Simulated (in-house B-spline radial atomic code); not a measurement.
The outermost shell (largest non-relativistic mean radius) with and without relativity; Dirac values are averaged over j. Computed with an all-electron radial atomic-structure program (B-spline basis): non-relativistic Hartree-Fock and Dirac-Hartree-Fock, averages of the configuration (point nuclei without relativity, finite nuclei with it).

```tsv
ion	configuration	outermost shell	radius non-relativistic (bohr)	radius Dirac (bohr)	radius change (%)	level non-relativistic (eV)	level Dirac (eV)	spin-orbit splitting (eV)
Sb5+	[Kr] 4d10	4d	0.99462	0.99982	0.52242	-101.299	-100.18	1.3705
Te5+	[Kr] 4d10 5s1	?	?	?	?	?	?	?
I5+	[Kr] 4d10 5s2	5s	1.8362	1.7746	-3.3536	-69.993	-72.515	-
Xe5+	[Kr] 4d10 5s2 5p1	5p	1.9224	1.8988	-1.228	-64.072	-64.649	1.952
Cs5+	[Kr] 4d10 5s2 5p2	5p	1.8399	1.8167	-1.2582	-67.687	-68.315	2.2941
Ba5+	[Kr] 4d10 5s2 5p3	?	?	?	?	?	?	?
La5+	[Kr] 4d10 5s2 5p4	5p	1.6963	1.6737	-1.3298	-75.032	-75.778	3.0938
Ce5+	[Kr] 4d10 5s2 5p5	5p	1.6334	1.611	-1.3701	-78.765	-79.579	3.5565
```

(1) Fill in the row of Te5+.

(2) Fill in the row of Ba5+.

(3) Which member changes most?

Results:

(1) outermost shell: 5s; radius non-relativistic (bohr): 1.9116; radius Dirac (bohr): 1.8481; radius change (%): -3.3193; level non-relativistic (eV): -66.787; level Dirac (eV): -69.168.

(2) outermost shell: 5p; radius non-relativistic (bohr): 1.7648; radius Dirac (bohr): 1.742; radius change (%): -1.2924; level non-relativistic (eV): -71.340; level Dirac (eV): -72.024; spin-orbit splitting (eV): 2.6739.

(3) Iodine (I5+): its 5s shell contracts by 3.4 %.
